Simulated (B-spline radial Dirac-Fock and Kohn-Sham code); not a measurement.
Binding energies of Ru at several levels of theory

System: the free ruthenium atom in the configuration [Kr] 4d7 5s1.

The density-functional columns are spherical, spin-unpolarised Dirac-Kohn-Sham results without Breit or QED terms: −ε is minus the orbital energy of the initial state and ΔSCF the difference of two total energies, and "half-occupied" is minus the orbital energy with half an electron removed (Slater transition state). The reference in the last column comes from Dirac-Fock ΔSCF + Breit + QED. All numbers are from a B-spline atomic structure program, in eV; a selection of levels is shown. For the 1s level of heavy atoms much of the gap between ΔSCF and the reference is the Breit and QED part, -63.3 eV here; for other levels the error of the functional can be larger.

```tsv
level	PBE −ε	PBE ΔSCF	LDA ΔSCF	LDA half-occupied	PBE0 −ε	Dirac-Fock
K	21925.3	22211.7	22181.9	22182.4	22007.2	22125.4
L1	3151.7	3198.9	3195.8	3195.6	3184.2	3238.8
L2	2912.2	2971.5	2970.5	2970.3	2939.7	2976.6
L3	2781.3	2837.7	2836.9	2836.7	2808.6	2847.6
M1	555.0	570.2	569.2	569.0	570.1	596.7
M2	462.1	477.6	477.3	477.2	474.9	494.5
M3	439.9	455.0	454.7	454.6	452.4	472.0
M5	271.2	287.2	287.6	287.5	279.9	287.8
N2	48.71	54.77	54.95	54.83	52.49	56.84
N3	45.34	51.31	51.42	51.31	49.06	53.51
N4,5	5.21	10.11	10.33	10.23	5.94	8.15
O1	4.24	7.29	7.61	7.58	4.11	5.93
```

Problem. Order the estimates of the K (1s) level by their distance from the Dirac-Fock value, nearest first.
A. PBE0 −ε
B. PBE −ε
C. PBE ΔSCF
D. LDA half-occupied
E. LDA ΔSCF

Solution. E (56.5 eV), D (57.0 eV), C (86.4 eV), A (118.2 eV), B (200.1 eV).

For the outermost level NIST gives 7.3605 eV (measured); the differences from it are PBE −ε -3.12, PBE ΔSCF -0.07, LDA ΔSCF +0.24, LDA half-occupied +0.21, PBE0 −ε -3.25, Dirac-Fock -1.43 eV.

Values without a named source are computed, but for edge energies of neutral atoms, which are taken from tables.
